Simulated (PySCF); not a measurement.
## Molecular orbitals of GeF

LDA at R = 1.762 Å; basis Ge def2-TZVPP, F def2-TZVPP; no relativity; PySCF 2.14. State: ²Π (doublet), unpaired electrons π ↑. Only the outer orbitals are listed, counted within each symmetry.

| spin | orbital | occ. | ε (eV) | on Ge (%) | main shells (%) |
| --- | --- | --- | --- | --- | --- |
| α | 8σ | 1 | -28.15 | 17 | 83 F s, 12 Ge d |
| α | 9σ | 1 | -13.15 | 55 | 53 Ge s, 41 F p |
| α | 4π | 1 | -9.99 | 9 | 91 F p |
| α | 4π | 1 | -9.89 | 9 | 91 F p |
| α | 10σ | 1 | -9.18 | 59 | 43 Ge s, 41 F p, 15 Ge p |
| α | 5π | 1 | -3.95 | 95 | 94 Ge p |
| α | 5π | 0 | -4.01 | 95 | 94 Ge p |
| α | 11σ | 0 | -1.11 | 100 | 89 Ge p |
| α | 2δ | 0 | 4.08 | 100 | 100 Ge d |
| β | 8σ | 1 | -28.05 | 17 | 83 F s, 12 Ge d |
| β | 9σ | 1 | -12.83 | 49 | 47 F p, 47 Ge s |
| β | 4π | 1 | -9.93 | 8 | 92 F p |
| β | 4π | 1 | -9.68 | 7 | 92 F p |
| β | 10σ | 1 | -8.81 | 65 | 49 Ge s, 35 F p, 14 Ge p |
| β | 5π | 0 | -3.64 | 95 | 94 Ge p |
| β | 5π | 0 | -2.91 | 96 | 95 Ge p |
| β | 11σ | 0 | -0.77 | 101 | 90 Ge p |

Problem. Which are the highest filled and the lowest empty level, where do they sit, and how wide is the gap?

Solution. Highest filled α 5π at -3.95 eV (in %: 94 Ge p); lowest empty α 5π at -4.01 eV (in %: 94 Ge p); the gap at LDA is -0.06 eV. Both belong to one degenerate shell, split only by its one-sided filling, so this is no excitation gap.

```json
{"bond order (Mayer)": "1.04", "⟨S²⟩": "0.751", "charge on Ge (Mulliken, basis-dependent)": "0.31", "charge on Ge (Löwdin, basis-dependent)": "0.16", "dipole moment (positive dipole means Ge(−)F(+))": "-1.74 D"}
```

Shares are Mulliken populations and can fall outside 0 to 100 %.

Spin–orbit coupling is left out. Counting both spins, an empty level lies below a filled one in this solution, because spin and occupation are held. The state was picked by a PBE0 search and need not be the measured ground state.
